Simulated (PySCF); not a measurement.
selenium hexafluoride (F6Se), SMILES F[Se](F)(F)(F)(F)F. Heavy atoms are numbered as in [F:1][Se:2]([F:3])([F:4])([F:5])([F:6])[F:7].

The structure is a stationary point at ωB97X-D3(BJ)/def2-SVP.

Computed with PBE0/pcSseg-1 (PySCF).

GIAO shieldings, no solvent; atoms alike by connectivity are averaged. δ = σ(ref) − σ: ¹⁹F against CFCl3 (σ = 167.2 ppm); ⁷⁷Se against Me2Se (σ = 1740.1 ppm), references at their B3LYP-D3(BJ)/def2-TZVP geometries, non-relativistic.

Computed chemical shifts:
```json
[
 {"nucleus": "¹⁹F", "atoms": "F1", "count": "6", "δ (ppm)": "87.5"},
 {"nucleus": "⁷⁷Se", "atoms": "Se2", "count": "1", "δ (ppm)": "715.5"}
]
```
